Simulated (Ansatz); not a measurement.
Ansatz (a first-principles code) input file for SnI3, SMILES [I][Sn+]([I])[I], charge +1, PBE-D3(BJ)/def2-SVP. 

Ansatz 0.2 input:
```yaml
crystal:
  periodic: [false, false, false]
  atoms:
    - {symbol: Sn, position_ang: [0.00000000, 0.00000000, 0.00000000]}
    - {symbol: I, position_ang: [2.60390871, 0.00000000, 0.00000000]}
    - {symbol: I, position_ang: [-1.30195435, -2.25505109, 0.00000000]}
    - {symbol: I, position_ang: [-1.30195436, 2.25505109, 0.00000000]}
basis:
  gaussian:
    orbitals: def2-SVP
hamiltonian:
  xc: pbe
  dispersion: d3bj
total_charge: 1
relax: {f_tol: 0.002, max_steps: 200}
```

It prints:

```
WARN ansatz: RAYON_NUM_THREADS=1 ignored (pool sized by the plan → 1); use --threads N
Functional definition: PBE
integrals: 0.06 GiB planned
1239 factors; their error is unknown
mean field: 0.29 GiB planned
mean field evaluation 1: about -30127.6568 eV, gradient 1.8e1 eV
mean field evaluation 2: about -30127.3505 eV, gradient 2.2e1 eV
mean field evaluation 4: about -30128.6668 eV, gradient 9.6e-1 eV
mean field evaluation 8: about -30128.6613 eV, gradient 3.7e-3 eV
mean field -30128.66129792 eV, -1107.2078807585 hartree, gradient 1.8e-5 eV, S^2 0.000000; 0 other end points of the search recorded, 0 dependent functions left out
the calculation of the forces begins
reference -30128.66133013 eV, -1107.2078819422 hartree; 48, 48 occupied and 56, 56 virtual orbitals, 1239 factors
relax step   1: F+E_penalty+E_count = -30128.86489920 eV  Δ(F+E_penalty+E_count) = +0.000e0 eV  max|allowed force component| = 3.745e-1 eV/Å  Δτ_max = 0.0000 Å  (24 SCF iters, accepted)
these checks for a lower state are left out or cut short: starts, cluster_reference, orbital_swaps, neighbouring_geometries, increment
integrals: 0.06 GiB planned
1239 factors; their error is unknown
mean field: 0.29 GiB planned
mean field evaluation 16: about -30128.6822 eV, gradient 3.2e-2 eV
mean field -30128.67623908 eV, -1107.2084298361 hartree, gradient 5.8e-5 eV, S^2 0.000000; 0 other end points of the search recorded, 0 dependent functions left out
the calculation of the forces begins
reference -30128.67627163 eV, -1107.2084310320 hartree; 48, 48 occupied and 56, 56 virtual orbitals, 1239 factors
relax step   2: F+E_penalty+E_count = -30128.87416772 eV  Δ(F+E_penalty+E_count) = -9.269e-3 eV  max|allowed force component| = 2.367e-1 eV/Å  Δτ_max = 0.0544 Å  (24 SCF iters, accepted)
these checks for a lower state are left out or cut short: starts, cluster_reference, orbital_swaps, neighbouring_geometries, increment
integrals: 0.06 GiB planned
1239 factors; their error is unknown
mean field: 0.29 GiB planned
mean field -30128.68218349 eV, -1107.2086482890 hartree, gradient 5.8e-5 eV, S^2 0.000000; 0 other end points of the search recorded, 0 dependent functions left out
the calculation of the forces begins
reference -30128.68221590 eV, -1107.2086494801 hartree; 48, 48 occupied and 56, 56 virtual orbitals, 1239 factors
relax step   3: F+E_penalty+E_count = -30128.88229573 eV  Δ(F+E_penalty+E_count) = -8.128e-3 eV  max|allowed force component| = 1.712e-2 eV/Å  Δτ_max = 0.0211 Å  (23 SCF iters, accepted)
these checks for a lower state are left out or cut short: starts, cluster_reference, orbital_swaps, neighbouring_geometries, increment
integrals: 0.06 GiB planned
1239 factors; their error is unknown
mean field: 0.29 GiB planned
mean field -30128.68206288 eV, -1107.2086438567 hartree, gradient 3.4e-5 eV, S^2 0.000000; 0 other end points of the search recorded, 0 dependent functions left out
the calculation of the forces begins
reference -30128.68209528 eV, -1107.2086450475 hartree; 48, 48 occupied and 56, 56 virtual orbitals, 1239 factors
relax step   4: F+E_penalty+E_count = -30128.88233596 eV  Δ(F+E_penalty+E_count) = -4.023e-5 eV  max|allowed force component| = 2.010e-4 eV/Å  Δτ_max = 0.0016 Å  (18 SCF iters, accepted)
integrals: 0.06 GiB planned
1239 factors; their error is unknown
mean field: 0.29 GiB planned
mean field evaluation 32: about -30128.6892 eV, gradient 3.3e-2 eV
mean field -30128.68206288 eV, -1107.2086438567 hartree, gradient 3.4e-5 eV, S^2 0.000000; 1 other end points of the search recorded, 0 dependent functions left out
the calculation of the forces begins
reference -30128.68209528 eV, -1107.2086450475 hartree; 48, 48 occupied and 56, 56 virtual orbitals, 1239 factors
Total energy: -30128.88236836 eV, -1107.2160049474 hartree
Atom 0 at    -0.000045    -0.000000     0.000000 Å, force     0.000010    -0.000000    -0.000000 eV/Å
Atom 1 at     2.635648     0.000000    -0.000000 Å, force    -0.000201    -0.000000     0.000000 eV/Å
Atom 2 at    -1.317801    -2.282627    -0.000000 Å, force     0.000096     0.000188    -0.000000 eV/Å
Atom 3 at    -1.317802     2.282627    -0.000000 Å, force     0.000096    -0.000188     0.000000 eV/Å
Dipole moment:    -0.000040    -0.000000    -0.000000 e Å
```

The run converged.
